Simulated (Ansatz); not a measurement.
Compare A (`BC(=N)F`) with its isomer B (`FC1BN1`).

Program: Ansatz. Geometries: PBE0-D4/def2-TZVP. ΔE: electronic, gas phase. CCSD(T)/CBS is the MP2 limit (def2-TZVPP, def2-QZVPP) plus CCSD(T) − MP2 in def2-TZVPP, frozen cores. Functionals use def2-TZVPP. B3LYP here is the variant with VWN-RPA as its local correlation; programs differ in this. One conformer a species, not always the lowest.

Q: Which isomer does CCSD(T)/CBS put lower? Give the gap. (Best estimate.)

A: Ansatz gave: B, by 9.3 kcal/mol.

Q: Give E(B) − E(A) in kcal/mol with CCSD(T)/def2-TZVPP, B3LYP-D4, ωB97M-V, LDA (SPW92), PBE-D4, CCSD/def2-TZVPP, B2PLYP. (An estimate is asked.)

A: The calculation gave: CCSD(T)/def2-TZVPP -7.9, B3LYP-D4 -8.1, ωB97M-V -10.9, LDA (SPW92) -18.2, PBE-D4 -11.6, CCSD/def2-TZVPP -8.0, B2PLYP -8.3. None reverses the order clearly.

Q: Does the order hold for the free energy at 298.15 K (harmonic terms from PBE0-D4)? (Best estimate.)

A: Ansatz gave: Yes: G(B) − G(A) = -6.9 kcal/mol, for one conformer each.

Largest T1 diagnostic: 0.014.

Leaving LDA and LC-ωPBE aside and taking each functional with its dispersion term where it has one, the values, not all of them listed here, spread over 6.5 kcal/mol, from PBE0-D4 to BLYP-D4. LDA lies −6.6 kcal/mol from PBE without D4. In def2-TZVPP, CCSD(T) changes the Hartree–Fock value by −5.2 kcal/mol (the triples alone add +0.1 kcal/mol) and MP2 by −7.9 kcal/mol.
